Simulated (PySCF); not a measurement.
A species of formula C10H14 has this rotational fingerprint, computed with PBE0-D3(BJ)/def2-SVP geometry optimisation, gas phase in PySCF 2.14.0:

```
Rotational constants : A = 1980, B = 1097, C = 831.6 MHz
Dipole components    : |μa| = 0.01 D, |μb| = 1.14 D, |μc| = 0.03 D
Inertial defect      : -108.01 u·Å²
κ                    : -0.54
```

**Question.** Which candidate fits, each taken in the one conformer that was computed?
A. `[CH:1]#[C:2][C@H:3]1[CH2:4][C:5]12[CH2:6][CH2:7][CH2:8][CH2:9][CH2:10]2` with C2–C3–C4–C5 110°, C3–C4–C5–C6 -110°, C4–C5–C6–C7 -89°, C5–C6–C7–C8 -54°
B. `[CH3:1][CH2:2][CH2:3][C:4]1=[CH:5][CH:6]=[CH:7][C:8]12[CH2:9][CH2:10]2` with C1–C2–C3–C4 65°, C2–C3–C4–C5 -90°
C. `[CH2:1]=[CH:2][C:3]1=[CH:4][C@H:5]2[CH2:6][CH2:7][C@@H:8]1[CH2:9][CH2:10]2` with C1–C2–C3–C4 -179°

**Answer.** B. It is CCCC1=CC=CC12CC2, an asymmetric top, point group C1. The candidates at the same level (rigid rotor, commonest isotopes):

| SMILES | A (MHz) | B (MHz) | C (MHz) | μa (D) | μb (D) | μc (D) | Δ (u·Å²) | point group | rotor |
| --- | --- | --- | --- | --- | --- | --- | --- | --- | --- |
| C#C[C@H]1CC12CCCCC2 | 2809 | 877.8 | 764.7 | 1.09 | 0.19 | 0.15 | -94.76 | C1 | asymmetric top |
| CCCC1=CC=CC12CC2 | 1980 | 1097 | 831.6 | 0.01 | 1.14 | 0.03 | -108.01 | C1 | asymmetric top |
| C=CC1=C[C@H]2CC[C@@H]1CC2 | 2406 | 1074 | 1050 | 0.56 | 0.07 | 0.00 | -199.14 | Cs | near-prolate asymmetric top |

`C=CC1=C[C@H]2CC[C@@H]1CC2` has C 26 % too high; `C#C[C@H]1CC12CCCCC2` has A 42 % too high. No structure here is proved a minimum.
